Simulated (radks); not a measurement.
Question: Valence configurations of the mercury ion Hg+ (all share [Xe]). Calculated with a radial shooting solver on a logarithmic mesh with Libxc functionals: scalar-relativistic Kohn-Sham, PBEsol, spin-unpolarised, spherical densities, finite nucleus; Fermi nuclear charge, rms radius 5.4648 fm. Order these by energy: 4f14 5d9.5 6p1.5; 4f14 5d10 6s1; 4f13.5 5d10 6s1 6p0.5; 4f12.5 5d10 6s1 6p1.5; 4f12 5d10 6s2 6p1; 4f14 5d10 6p1; 4f13 5d10 6s1 6p1; 4f14 5d9 6s1 6p1; 4f13 5d10 6s2; 4f14 5d9.5 6s1 6p0.5.

Answer: From the lowest, in eV above it: 4f14 5d10 6s1 0.000; 4f14 5d9.5 6s1 6p0.5 6.077; 4f14 5d10 6p1 7.498; 4f14 5d9 6s1 6p1 12.827; 4f14 5d9.5 6p1.5 13.964; 4f13.5 5d10 6s1 6p0.5 50.830; 4f13 5d10 6s2 97.570; 4f13 5d10 6s1 6p1 105.71; 4f12.5 5d10 6s1 6p1.5 164.76; 4f12 5d10 6s2 6p1 218.99. NIST lists [Xe] 4f14 5d10 6s1 as the ground configuration; this level of theory agrees among the configurations tried. The energies are those of spherical spin-averaged densities, not of single terms.
